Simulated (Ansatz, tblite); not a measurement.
Breaking a bond: GaAl, lowest singlet found (which spin is the ground state isn't settled by this scan).

Methods: GFN2-xTB, 300 K electronic temperature (tblite); FCI = full CI/aug-cc-pVDZ, cores with 3d frozen in Ansatz (a program for electronic structure).

Energies relative to the lowest point of each curve between 2.73 and 3.54 Å, where full CI is lowest, in mEh; the last columns give the difference from FCI:

```json
[
 {"R / Å": "2.73", "GFN2-xTB": "1.1", "FCI": "3.7", "GFN2-xTB − FCI": "-2.6"},
 {"R / Å": "2.88", "GFN2-xTB": "0.0", "FCI": "0.7", "GFN2-xTB − FCI": "-0.7"},
 {"R / Å": "3.09", "GFN2-xTB": "0.6", "FCI": "0.0", "GFN2-xTB − FCI": "0.6"},
 {"R / Å": "3.31", "GFN2-xTB": "4.9", "FCI": "2.1", "GFN2-xTB − FCI": "2.8"},
 {"R / Å": "3.54", "GFN2-xTB": "12.1", "FCI": "6.0", "GFN2-xTB − FCI": "6.2"},
 {"R / Å": "3.91", "GFN2-xTB": "26.4", "FCI": "13.1", "GFN2-xTB − FCI": "13.4"},
 {"R / Å": "4.30", "GFN2-xTB": "41.6", "FCI": "19.8", "GFN2-xTB − FCI": "21.7"},
 {"R / Å": "4.84", "GFN2-xTB": "58.7", "FCI": "26.4", "GFN2-xTB − FCI": "32.2"},
 {"R / Å": "5.31", "GFN2-xTB": "—", "FCI": "29.7", "GFN2-xTB − FCI": "—"}
]
```

GFN2-xTB is furthest from FCI at 4.84 (32.2 mEh, above); its mean absolute difference over the points is 10.0 mEh.

Dashes: no converged value, or the column stops at the first point that the program doubted or that broke a chosen test of continuity, which isn't proof of a fault.

The scan ran from 1.73 to 8.25 Å; beyond the distances shown full CI changes its symmetry label. Also computed but left out beside FCI, since their determinant holds another spin at the minimum (<S²> over 0.7 above the pure value): UMP2, UCCSD, UCCSD(T), UKS-BLYP, UKS-B3LYP/6-31G*.
